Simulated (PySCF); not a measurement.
Species: BH5O2Si.
Geometry (PBE0-D3(BJ)/def2-SVP, Å), atoms numbered from 1 in this order:
```
atom  x, y, z in Å
O1    -1.3838   -0.8469    0.7157
B2    -0.5345    0.1508    0.3473
O3    -0.7866    1.4748    0.5419
Si4    1.2265   -0.3361   -0.5468
H5    -2.2026   -0.5546    1.1343
H6    -1.6287    1.6761    0.9679
H7     2.3852    0.1374    0.2774
H8     1.3405    0.3221   -1.8883
H9     1.3691   -1.8128   -0.7407
```

Method used: PySCF 2.14.0, PBE0-D3(BJ)/def2-SVP geometry optimisation, gas phase.

Take the most abundant isotopes and a rigid rotor. The values belong to one conformer with, in the numbering `[OH:1][B:2]([OH:3])[SiH3:4]`, H–O1–B2–O3 0°, O1–B2–O3–H 0°.

Problem. What are A, B and C (MHz)?

Solution. Ia = 54.78, Ib = 134.89, Ic = 183.81 u·Å²; 505379 MHz·u·Å²/I gives A = 9226, B = 3747, C = 2749 MHz.

Problem. What kind of rotor is it?

Solution. An asymmetric top; Ray's κ = -0.692.

Problem. What does the inertial defect say?

Solution. Not planar: Δ = Ic − Ia − Ib = -5.86 u·Å². For a rigid frame Δ = −2 Σ m c², so Σ m c² = 2.93 u·Å² lies off the ab plane, practically all of it from hydrogen. The atom farthest from that plane is 1.23 Å away.

Problem. Give the other two planar moments, Paa and Pbb, and the rms extents of the mass along the axes.

Solution. Paa = Σ m a² = (Ib + Ic − Ia)/2 = 131.96 and Pbb = Σ m b² = (Ia + Ic − Ib)/2 = 51.85 u·Å². With the mass M = 76.02 u, the rms extents √(P/M) along a, b and c are 1.32, 0.83, 0.20 Å.

Problem. List the rotational levels J(Ka,Kc) to J = 4 (MHz).

Solution. Above 0(0,0):
J = 1: 1(0,1) 6496, 1(1,1) 11975, 1(1,0) 12972
J = 2: 2(0,2) 19364, 2(1,2) 23970, 2(1,1) 26961, 2(2,1) 43398, 2(2,0) 43522
J = 3: 3(0,3) 38368, 3(1,3) 41889, 3(1,2) 47862, 3(2,2) 62886, 3(2,1) 63495, 3(3,1) 92848, 3(3,0) 92857
J = 4: 4(0,4) 63212, 4(1,4) 65657, 4(1,3) 75561, 4(2,3) 88773, 4(2,2) 90521, 4(3,2) 119053, 4(3,1) 119121, 4(4,1) 160698, 4(4,0) 160699
Those of J = 1 are B + C, A + C and A + B.

Problem. Predict some low-J microwave lines.

Solution. The dipole components are |μa| = 3.72 D, |μb| = 0.06 D, |μc| = 0.00 D; the mirror of this Cs structure is the ab plane, so μc vanishes by symmetry and there are no c-type lines. The squared components, which scale the intensities, stand as 1.00 : 0.00 (a : b). Some lines, for components of 0.1 D or more:

| type | branch | J(Ka,Kc) | MHz | lower level (cm⁻¹) |
| --- | --- | --- | --- | --- |
| a | Q | 2(1,1) ← 2(1,2) | 2991 | 0.800 |
| a | Q | 3(1,2) ← 3(1,3) | 5973 | 1.397 |
| a | R | 2(1,2) ← 1(1,1) | 11995 | 0.399 |
| a | R | 2(1,1) ← 1(1,0) | 13989 | 0.433 |
| a | R | 3(0,3) ← 2(0,2) | 19004 | 0.646 |
| a | R | 3(2,1) ← 2(2,0) | 19972 | 1.452 |
| a | R | 3(1,2) ← 2(1,1) | 20901 | 0.899 |
| a | R | 4(1,4) ← 3(1,3) | 23768 | 1.397 |
| a | R | 4(3,2) ← 3(3,1) | 26206 | 3.097 |
| a | R | 4(3,1) ← 3(3,0) | 26263 | 3.097 |
| a | R | 4(1,3) ← 3(1,2) | 27699 | 1.596 |

Problem. Estimate the classical rotational partition function at 50 K, 298.15 K and 500 K.

Solution. Point group Cs, symmetry number σ = 1; q = (√π/σ)·√((kT/h)³/(ABC)), k/h = 20836.6 MHz/K: 6110 at 50 K, 89000 at 298.15 K, 193000 at 500 K.

No frequency check. No vibrational averaging or centrifugal distortion is included, and the geometry carries the error of its method. A rigid rotor knows nothing of internal rotation, which can split or shift real lines. Quadrupole hyperfine structure (11B) is left out.

Hardware: Arm Neoverse V1, one thread, on a shared host. Cost: 11 s. That covers the optimisation of the geometry.
